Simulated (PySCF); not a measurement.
Ga: interval between two levels

Ga [Ar] 3d10 4s2 4p1 [2P3/2, M_J = 3/2] → Ga [Ar] 3d10 4s2 5s1 [2S1/2, M_J = 1/2], as a difference of total energies. Computed with PySCF 2.14 in x2c-SVPall-2c with one added diffuse shell each of s, p, d type (6s7p4d, 47 functions), with the two-component X2C-1e Hamiltonian. Correlated levels: [Ne] frozen; the 6 highest virtual spinors dropped. "Screened" scales the spin-orbit matrix elements by Boettger's factors to mimic the two-electron term; Breit and QED terms are absent.

```csv
method,interval between two levels (cm⁻¹)
GHF (spin-free),22860
GMP2 (spin-free),24217
GHF (screened spin-orbit),22590
GMP2 (screened spin-orbit),23937
```

The spin-free rows lack the spin-orbit shift.

Errors of the correlated levels include the incompleteness of this basis and the frozen core.

For comparison: 23962 cm⁻¹ (measured; NIST Handbook of Basic Atomic Spectroscopic Data (Sansonetti and Martin, J. Phys. Chem. Ref. Data 34, 1559 (2005))).
